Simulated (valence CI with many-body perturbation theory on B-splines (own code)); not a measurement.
Questions on Er⁵²⁺

Method: configuration interaction combined with many-body perturbation theory (CI+MBPT): six valence electrons over a frozen Dirac-Fock core [Ne], a basis of 9 s, 9 p, 8 d, 6 f, 3 g, 1 h functions for each j, with the one-electron correlation potential Σ1, the two-electron term Σ2, the three-electron term Σ3, Breit, model QED; selected CI, second order for the rest, scaled by the run's own slope (own B-spline code, finite nucleus).

No measured spectrum was set against this ion. As an estimate, large intervals hold to a few tenths of a per cent, small ones and those within an open d or f shell to about a per cent. Among the levels kept, up to 1000 cm⁻¹ of a level comes from second order outside the variational space, and about a tenth of that is noise between levels of different J, which matters for small intervals.

Levels are named by their leading jj configuration (3d3/2^4 stands for four electrons in 3d with j = 3/2), which in mixed levels can hold well under half, so a name can repeat and another be missing.

Rates and lifetimes use the calculated energies. Strong lines usually hold to 10 to 20 %, long lifetimes can be off by a factor of two.

Problem. What is the ground level?

Solution. (3s^2 3p1/2^2 3p3/2^2) J=2, composition 69 % 3s2 3p4 3P + 30 % 3s2 3p4 1D, g = 1.336.

Problem. Name the longest-lived excited levels whose lifetime is computed, and their main decay.

Solution. (3s^2 3p1/2^2 3p3/2 3d3/2) J=0 at 1757.8 × 10³ cm⁻¹ lives 104 ms, mostly by M2 to (3s^2 3p1/2^2 3p3/2^2) J=2; (3s^2 3p1/2^2 3p3/2^2) J=0 at 142.24 × 10³ cm⁻¹ lives 84.9 ms, mostly by E2 to (3s^2 3p1/2^2 3p3/2^2) J=2; (3s^2 3p1/2^2 3p3/2 3d5/2) J=4 at 2162.1 × 10³ cm⁻¹ lives 1.27 μs, mostly by M1 to (3s^2 3p1/2^2 3p3/2 3d3/2) J=3.

Problem. What are the static dipole polarisabilities of the lowest levels?

Solution. (3s^2 3p1/2^2 3p3/2^2) J=2 0.00474 (tensor 2.7e-05); (3s^2 3p1/2^2 3p3/2^2) J=0 0.00472 bohr³, of which the core gives 6.58e-05.

Problem. Where does the other parity begin?

Solution. At (3s^2 3p1/2^2 3p3/2 3d3/2) J=2, 1696.0 × 10³ cm⁻¹.

Problem. How well does LS coupling describe the low levels?

Solution. Among the lowest 20 levels the leading LS term, summed over configurations, holds 51 % on average. For single configurations the figures are 49 % in LS and 95 % in jj coupling. Terms mix most in the J = 3 level at 1760.0 × 10³ cm⁻¹, where the leading one holds 28 %.
